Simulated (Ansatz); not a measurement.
Geometry optimisation, DFT PBEsol, scalar-relativistic, plane waves, PAW (Ansatz 0.2.0).

Input file:

```yaml
crystal:
  lattice:
    - [6.62, 0.0, 0.0]
    - [-4.965, 8.599632, 0.0]
    - [0.0, 0.0, 5.27614]
  atoms:
    - { symbol: Sc, position: [0.0, 0.0, 0.0] }
    - { symbol: Sc, position: [0.16666667, 0.22222223, 0.5] }
    - { symbol: Sc, position: [1.0e-08, 0.33333334, 0.0] }
    - { symbol: Sc, position: [0.16666668, 0.55555557, 0.5] }
    - { symbol: Sc, position: [2.0e-08, 0.66666669, 0.0] }
    - { symbol: Sc, position: [0.16666669, 0.88888892, 0.5] }
    - { symbol: Sc, position: [0.5, 0.0, 0.0] }
    - { symbol: Sc, position: [0.66666667, 0.22222223, 0.5] }
    - { symbol: Sc, position: [0.50000001, 0.33333334, 0.0] }
    - { symbol: Sc, position: [0.66666668, 0.55555557, 0.5] }
    - { symbol: Sc, position: [0.50000002, 0.66666669, 0.0] }
    - { symbol: Sc, position: [0.66666669, 0.88888892, 0.5] }
    - { symbol: H, position: [0.84411855, 0.12075538, 0.250132] }
basis:
  ecutwfc: 420.0
kpoints:
  mp_grid: { grid: [3, 2, 3] }
hamiltonian:
  xc: pbesol
scf:
  occupations: { method: gaussian, width: 0.1 }
  lower_state_search: "off"
relax:
  f_tol: 0.03
  max_steps: 60
  adjacent_minimum: "off"
```

Command:

```bash
$ ansatz run input.yaml --threads 2 --pin off --max-ram 5120MiB --backend cpu --events-out ev --progress --plain --runs-dir out
```

Question: Where does it end, and by what steps?

Answer: The run converged. The force dipped under the threshold on the way, but the program's further checks kept it going. Limits of this set-up: coarse k mesh, odd electron count without spin, a small cell, in which the defect meets its images. After 5 steps the energy has fallen by 0.010 eV; H13 moved furthest, 0.08 Å.

| step | energy less start (eV) | largest force component (eV/Å) | accepted |
| --- | --- | --- | --- |
| 0 | 0.0000 | 0.124 | yes |
| 1 | -0.0009 | 0.145 | yes |
| 2 | -0.0077 | 0.082 | yes |
| 3 | -0.0091 | 0.061 | yes |
| 4 | -0.0105 | 0.003 | yes |
| 5 | -0.0105 | 0.003 | yes |

```xyz
13
Lattice="6.6200 0.0000 0.0000 -4.9650 8.5996 0.0000 0.0000 0.0000 5.2761" Properties=species:S:1:pos:R:3
Sc -0.008 0.012 -0.005
Sc -0.011 1.911 2.637
Sc -1.652 2.862 0.009
Sc -1.653 4.780 2.629
Sc -3.308 5.738 -0.011
Sc -3.306 7.653 2.614
Sc 3.324 0.012 0.001
Sc 3.322 1.912 2.643
Sc 1.655 2.870 0.024
Sc 1.656 4.785 2.649
Sc 0.002 5.743 0.010
Sc 0.001 7.662 2.629
H 4.967 0.964 1.319
```

The run took 34 s on 2 threads of Intel(R) Xeon(R) Platinum 8488C (Sapphire Rapids) (shared host), peak memory 0.72 GiB.
